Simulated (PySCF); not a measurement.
Species: C5H7FPSi (charge +1).
Structure used (GFN2-xTB), in Å, numbered top down from 1:
```
atom  x, y, z in Å
C1     1.8788    1.7413    0.1743
C2     1.7817    0.5582    0.0110
C3     1.6763   -0.8693   -0.1701
P4     0.3433   -1.5640    0.9176
C5    -1.4178   -1.7819    0.2255
F6    -2.0992   -2.8395    0.0014
C7    -1.1364   -0.5325    0.2542
Si8   -1.7956    1.2561   -0.1284
H9     2.0079    2.7772    0.2934
H10    2.6183   -1.3556    0.1067
H11    1.4413   -1.1272   -1.2084
H12    0.3775   -0.8671    2.1179
H13   -3.2342    1.0312   -0.1966
H14   -1.1269    1.5680   -1.3851
H15   -1.3196    2.0133    1.0222
```

Level of theory: TDDFT CAM-B3LYP/def2-SVPD, vertical, gas phase, core orbitals frozen in the response (PySCF).

Question: What does the calculation give for the low-lying excited states?

Answer: 

```csv
state,E (eV),λ (nm),ν̃ (cm⁻¹),f,"main configurations (H = HOMO, L = LUMO)"
S1,4.64,266.9,37460,0.027,"H→L (62%), H-1→L (22%)"
S2,4.88,254.3,39330,0.051,"H-1→L (72%), H→L (22%)"
S3,5.15,240.6,41570,0.019,"H-2→L (58%), H-3→L (19%), H→L (13%)"
S4,6.05,204.8,48820,0.011,"H→L+1 (68%), H-3→L+1 (8%)"
S5,6.14,202.1,49480,0.167,"H-3→L (59%), H-2→L (23%)"
S6,6.45,192.3,52010,0.013,H-1→L+1 (62%)
S7,6.60,187.9,53210,0.040,"H-4→L (38%), H-2→L+1 (24%), H-6→L (18%)"
S8,6.79,182.5,54790,0.0014,"H-3→L+1 (24%), H-2→L+1 (16%), H-4→L (11%)"
```

Triplets, Tamm–Dancoff:

| state | E (eV) | λ (nm) | main configurations (H = HOMO, L = LUMO) |
| --- | --- | --- | --- |
| T1 | 3.76 | 329.8 | H→L (55%), H-3→L (24%), H-2→L (12%) |
| T2 | 4.36 | 284.4 | H-2→L (68%), H→L (14%) |
| T3 | 4.68 | 264.8 | H-1→L (77%) |

The lowest singlet comes at 267 nm (448 kJ/mol) in the ultraviolet; it is weak; its leading configuration is HOMO→LUMO (62%). The most intense listed level is S5 at 6.14 eV (202 nm, f = 0.167), 1.49 eV above S1. Löwdin shares by element: HOMO carbon 77% or more, phosphorus 8%; LUMO carbon 40% or more, phosphorus 33% (atoms not listed hold the other 27%). The oscillator strengths of these states sum to 0.329; summed over the whole spectrum of an exact calculation they would give the number of electrons, 74 (Thomas–Reiche–Kuhn). Of the 8 states listed, 7 reach f = 0.01 and none stays under 0.0005. Orbital energies (eV): HOMO-3 -15.01, HOMO-2 -14.88, HOMO-1 -13.64, HOMO -13.53, LUMO -6.02, LUMO+1 -4.42, LUMO+2 -3.32. Singlets were solved by full linear response, triplets in the Tamm–Dancoff approximation.

One conformer stands for the species.
